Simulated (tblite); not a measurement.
C₇H₁₄Ge.
Numbering: `[CH2:1]=[CH:2][CH2:3][C@H:4]1[CH2:5][CH2:6][GeH2:7][CH2:8]1` (hydrogens: H9, H10 on C1; H11 on C2; H12, H13 on C3; H14 on C4; H15, H16 on C5; H17, H18 on C6; H19, H20 on Ge7; H21, H22 on C8)

Geometry (GFN2-xTB, Å), atoms numbered from 1 in this order:
```
atom  x, y, z in Å
C1     3.418    0.047   -0.905
C2     2.423    0.527   -0.182
C3     1.382   -0.316    0.481
C4     0.018   -0.207   -0.216
C5    -1.003   -1.148    0.430
C6    -2.348   -0.996   -0.278
Ge7   -2.473    0.959   -0.579
C8    -0.549    1.214   -0.184
H9     3.553   -1.013   -1.051
H10    4.143    0.687   -1.378
H11    2.314    1.596   -0.052
H12    1.268   -0.002    1.524
H13    1.699   -1.361    0.472
H14    0.144   -0.509   -1.263
H15   -0.651   -2.181    0.390
H16   -1.112   -0.872    1.482
H17   -2.328   -1.521   -1.233
H18   -3.158   -1.421    0.313
H19   -3.397    1.688    0.361
H20   -2.900    1.345   -1.971
H21   -0.423    1.641    0.813
H22   -0.031    1.863   -0.887
```

All values are computed: GFN2-xTB (tblite) harmonic vibrations without scaling, gas phase. This tight-binding method is rough: wavenumbers can miss measured ones by several per cent, in bad cases by 10 to 20. Modes of hydrogen on germanium can be 10 to 20 % off. One conformer, not necessarily the lowest.

Harmonic wavenumbers (cm⁻¹): 45.2, 67.1, 100.3, 171.2, 196.1, 291.6, 358.2, 388.0, 400.6, 438.7, 473.5, 516.9, 593.7, 623.5, 636.9, 683.0, 765.0, 793.9, 845.4, 869.6, 895.4, 912.0, 947.7, 973.0, 1011.5, 1028.6, 1050.4, 1064.2, 1094.9, 1114.4, 1157.4, 1183.8, 1195.5, 1231.3, 1261.7, 1263.8, 1288.6, 1326.6, 1333.9, 1343.1, 1417.5, 1459.2, 1465.7, 1479.7, 1495.5, 1719.7, 1929.4, 1998.1, 2914.0, 2947.1, 2951.9, 2958.4, 2968.4, 2970.0, 2975.0, 2995.7, 2999.5, 3056.7, 3095.5, 3121.7.

A = 3289, B = 660.0, C = 587.1 MHz; mass 172.031 u (most abundant isotopes); point group C1, symmetry number 1.

Question: Zero-point energy?

Answer: Half the sum of the wavenumbers: 40427 cm⁻¹ = 483.62 kJ/mol.

Question: Entropy at 400 K, 1 bar (ideal gas, RRHO, classical rotation)?

Answer: Translation 179.16, rotation 128.82, vibration 162.85: S = 470.8 J/(mol K).

Question: And Cp and H(400 K) − H(0)?

Answer: Cp = 218.94 J/(mol K), of which vibrations give 185.68 (their classical limit is 60 R = 498.9); H(400 K) − H(0) = 48.27 kJ/mol without the zero-point energy, 34.97 from vibrations.

Question: Which modes carry the vibrational entropy at 400 K?

Answer: 45.2 cm⁻¹: 23.43; 67.1 cm⁻¹: 20.15; 100.3 cm⁻¹: 16.84; 171.2 cm⁻¹: 12.48; 196.1 cm⁻¹: 11.39; 291.6 cm⁻¹: 8.29 J/(mol K); the other 54 give 70.28 together.

Question: Blend soft modes into free rotors: weight 1/[1 + (100 cm⁻¹/ν̃)⁴] for the oscillator and the rest for a rotor with moment μB/(μ + B), μ = h/(8π²ν), B = 10⁻⁴⁴ kg m². What vibrational entropy results?

Answer: 149.73 J/(mol K) in place of 162.85, which changes −T·S at 400 K by +5.25 kJ/mol.

Question: What must be added to the electronic energy to get the Gibbs energy at 400 K and 1 bar?

Answer: ZPE + [H(400 K) − H(0)] − T·S = 483.62 + 48.27 − 188.33 = 343.56 kJ/mol.

Hindered rotation and anharmonicity are outside this model. Other conformers, if any are populated, would add a mixing term that is left out. The structure is chiral; the term R ln 2 for an equal mix with its mirror image is left out.
